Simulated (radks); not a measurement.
Results of a calculation; reference values are marked as such.
Q: Orbital eigenvalues (eV) of the copper ion Cu+, [Ar] 3d10, of relativity; Dirac values are averaged over j with weights 2j + 1. Spin-unpolarised spherical Kohn-Sham, BLYP, point nucleus unless stated (finite: rms radius 3.8823 fm), a radial shooting solver on a logarithmic mesh with Libxc functionals. A level marked "c x" has the speed of light scaled by that factor and shares open shells by 2j + 1; other Dirac levels either fill j = l - 1/2 first or share by 2j + 1.

shell  non-rel.
1s      -8757.7
2s      -1048.5
2p      -920.51
3s      -119.38
3p      -79.645
3d      -13.814

Give the values at the level "Dirac, 2j+1 shares, finite nucleus".

A: 
shell  Dirac, 2j+1 shares, finite nucleus  change of magnitude (%)
1s                                -8860.2                    +1.17
2s                                -1070.8                    +2.13
2p                                -925.70                    +0.56
3s                                -123.18                    +3.18
3p                                -80.761                    +1.40
3d                                -13.722                    -0.67
